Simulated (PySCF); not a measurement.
## Deuteron quadrupole couplings in `CSC[SiH2]C(C)(C)F`

Species: C5H13FSSi.
Cartesian coordinates in Å at the GFN2-xTB level; atoms count from 1:
```xyz
21
C5H13FSSi angstrom
C      3.399    0.441    0.743
S      2.239    1.295   -0.354
C      1.396   -0.158   -1.072
Si     0.079   -0.854    0.116
C     -1.599   -0.017   -0.321
C     -1.552    1.503   -0.282
C     -2.751   -0.555    0.514
F     -1.857   -0.389   -1.658
H      2.851   -0.168    1.457
H      4.066   -0.178    0.149
H      3.968    1.206    1.260
H      2.170   -0.878   -1.330
H      0.948    0.197   -1.997
H     -0.036   -2.301   -0.086
H      0.396   -0.543    1.514
H     -2.484    1.918   -0.663
H     -0.733    1.882   -0.889
H     -1.408    1.838    0.741
H     -3.693   -0.108    0.198
H     -2.826   -1.634    0.400
H     -2.584   -0.324    1.562
```

Level: PBE0/pcSseg-1 (PySCF, non-relativistic); Q(2H) = 0.00286 b; rigid geometry, the same for H and D, with no vibrational averaging.

Task: What are Vzz, η and χzz (234.96 MHz × Q × Vzz) at all hydrogens?

Result: 
```tsv
atom	bonded to	bond length (Å)	Vzz (au)	η	χzz (kHz)
H9	C1	1.086	0.3133	0.03	211
H10	C1	1.087	0.3130	0.03	210
H11	C1	1.085	0.3185	0.04	214
H12	C3	1.088	0.3167	0.05	213
H13	C3	1.088	0.3142	0.05	211
H14	Si4	1.465	0.1613	0.02	108
H15	Si4	1.467	0.1606	0.04	108
H16	C6	1.089	0.3115	0.03	209
H17	C6	1.087	0.3135	0.04	211
H18	C6	1.086	0.3157	0.04	212
H19	C7	1.089	0.3115	0.03	209
H20	C7	1.087	0.3138	0.03	211
H21	C7	1.086	0.3161	0.03	212
```

Task: Average by the element that carries the hydrogen.

Result: on C: 211 kHz over 11 positions, mean bond length 1.087 Å; on Si: 108 kHz over 2 positions, mean bond length 1.466 Å.

Task: Give the 2H NMR doublet splittings at H15 for a magnetic field along the z, y and x axes of the gradient: 3χ/2, 3χ(1 + η)/4, 3χ(1 − η)/4.

Result: With |χ| = 107.9 kHz and η = 0.040: 162, 84 and 78 kHz, to first order and without motion.

Geometry: GFN2-xTB, one conformer, isolated molecule. GFN2-xTB bond lengths can be off by several hundredths of an ångström, more for odd bonds, and the gradients follow them. The small basis limits the accuracy of the gradients.
